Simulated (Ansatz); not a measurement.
Program: Ansatz. Geometries: PBE0-D4/def2-TZVP. ΔE: electronic, gas phase. CCSD(T)/CBS adds triple-zeta CCSD(T) − MP2 to the extrapolated MP2 energy (def2 sets, frozen cores). This one scheme is used for every species. DFT in def2-TZVPP. B3LYP here is the variant with VWN-RPA as its local correlation; programs differ in this. One conformer a species, not always the lowest.

Reaction (ligand exchange at the Si–C bond): `CN[SiH2]CCl` + CH₃OH → `CN[SiH2]OC` + `CCl`

CCSD(T)/CBS gives -26.6 kcal/mol.

(1) Another level gave -27.3 kcal/mol. Which?
A. HF/def2-TZVPP
B. PBE0/def2-TZVPP
C. PBE-D4/def2-TZVPP
D. B3LYP-D4/def2-TZVPP

Largest T1 diagnostic among the species: 0.011.

Answers

(1) D. B3LYP-D4 -27.3, PBE0 -25.6, HF/def2-TZVPP -30.3, PBE-D4 -24.6 kcal/mol.

In def2-TZVPP, CCSD(T) changes the Hartree–Fock value by +3.3 kcal/mol (the triples alone add +0.4 kcal/mol) and MP2 by +2.9 kcal/mol.
